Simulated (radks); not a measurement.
Values are calculated unless marked as measured or tabulated.
Species: Er63+. Configuration: [He] 2s2 2p1 (the NIST ground configuration). Level of theory: scalar-relativistic Kohn-Sham, r2SCAN, spin-polarised, spherical densities, finite nucleus; open shells are filled with parallel spins first (spin-orbit coupling, left out, can overturn this in heavy ions); meta-GGA in the generalised Kohn-Sham scheme; Fermi nuclear charge, rms radius 5.2516 fm (a radial shooting solver on a logarithmic mesh with Libxc functionals).

Unscreened Slater integrals over Kohn-Sham orbitals (hartree). They are taken over the spin-up orbitals. Empty in this configuration: 3s.

\begin{tabular}{lr}
integral & value \\ \hline
F0(2p,2p) & 12.507 \\
F2(2p,2p) & 5.9607 \\
F0(2p,2s) & 11.520 \\
G1(2p,2s) & 6.5110 \\
F0(2p,1s) & 16.935 \\
G1(2p,1s) & 3.3816 \\
F0(2p,3s) & 6.0492 \\
G1(2p,3s) & 0.65250 \\
F0(2s,2s) & 10.908 \\
F0(2s,1s) & 15.411 \\
G0(2s,1s) & 1.6185 \\
F0(2s,3s) & 5.9185 \\
G0(2s,3s) & 0.52577 \\
F0(1s,1s) & 46.700 \\
F0(1s,3s) & 7.0270 \\
G0(1s,3s) & 0.40130 \\
F0(3s,3s) & 4.6310 \\
\end{tabular}

Derived for the open shells (J is the average intra-shell exchange parameter used in DFT+U). 2p: J = F2/5 = 1.192 hartree.
